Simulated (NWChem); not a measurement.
Species: hexafluorosilicate (SiF6 (charge -2)); SMILES F[Si-2](F)(F)(F)(F)F

```xyz
7

F     -0.1061    -0.8025    -1.5437
Si     0.0000     0.0000     0.0000
F     -1.1823     1.1678    -0.5258
F      1.1823    -1.1678     0.5258
F      1.2764     1.0151    -0.6154
F      0.1061     0.8025     1.5437
F     -1.2764    -1.0151     0.6154
```
Atoms are numbered in this order, from 1.

All runs: NWChem. Sets without diffuse functions describe the anion's extra electron poorly. The geometry was optimised at B3LYP/def2-SVPD. Not confirmed as a minimum by frequencies. The highest occupied level is positive in some or all of these runs, so the extra electron may be held by the finite basis. Total energies compare along this basis series because the functional is fixed.

```tsv
level	basis functions	energy (Ha)	highest occupied level (eV)	orbital gap (eV)
PBE/3-21G	67	-883.2008	5.50	9.18
PBE/pcseg-1	102	-887.9994	3.37	9.20
PBE/aug-pcseg-1	165	-888.0664	2.45	3.92
PBE/pcseg-2	214	-888.4427	2.78	8.59
PBE/def2-TZVPP	228	-888.4291	3.03	8.74
```
